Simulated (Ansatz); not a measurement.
The same path of Cl2FGaH2 + FH (8 atoms, charge 0, multiplicity 1) was run 3 times with different band settings. Lost on the way: Ga1–H2, H5–F6, H7–F8. Made: H2–H7, H5–F8.

All numbers below come from RKS PBE/def2-SVP (Ansatz).

Relaxed end points:

```xyz
8
Properties=species:S:1:pos:R:3
Ga -0.314 -0.903 0.447
H -1.229 0.424 0.376
Cl -1.027 -2.633 -0.624
Cl 0.850 -1.152 2.248
H 0.919 0.831 -0.876
F 1.135 -0.145 -0.875
H -0.526 1.539 -0.124
F 0.191 2.038 -0.573
```

```xyz
8
Properties=species:S:1:pos:R:3
Ga 0.518 -0.851 0.091
H -2.307 0.871 0.523
Cl -1.184 -1.819 -0.762
Cl 0.970 -0.731 2.173
H 1.417 0.645 -1.114
F 1.981 -0.739 -1.029
H -2.018 1.517 0.823
F 0.623 1.106 -0.705
```

Common settings: spring 5.0 eV/Å²; optimiser quadratic models (default); start path through a guess of the saddle point; iteration limit 60; end points relaxed.

| run | movable images | climbing image | force threshold |
| --- | --- | --- | --- |
| 1 | 9 | yes | 0.05 eV/Å |
| 2 | 9 | yes | 0.2 eV/Å |
| 3 | 6 | no | 0.05 eV/Å |

**Question.** What does each run give, and how far can it be trusted?

**Answer.** Run 1: converged after 19 iterations, highest image 0.152 eV above the first end. The profile has 2 maxima (images 1, 5) with wells between them (image 4): this band takes more than one step, which may be the mechanism or a detour left from its start path. A vibrational analysis at the climbing image gives one clearly imaginary mode, 664i cm⁻¹: a first-order saddle point.
Run 2: converged after 16 iterations, highest image 0.153 eV above the first end. The threshold of 0.2 eV/Å is loose, so the images may lie well off the minimum-energy path. The profile has 2 maxima (images 2, 6) with wells between them (image 4): this band takes more than one step, which may be the mechanism or a detour left from its start path. Another band between the same ends (9 images) ends at a top of the same energy, where a vibrational analysis finds 1 clearly imaginary mode.
Run 3: converged after 19 iterations, highest image 0.045 eV above the first end. The profile has 2 maxima (images 1, 4) with wells between them (image 3): this band takes more than one step, which may be the mechanism or a detour left from its start path. No image climbed, so the highest image needn't sit at the top of the path. A band with more images between the same ends climbed to 0.15 eV, so this one has probably stepped over the top.
The orbitals stay closed-shell, which can raise the energy where a bond breaks towards radicals; this wasn't checked here.
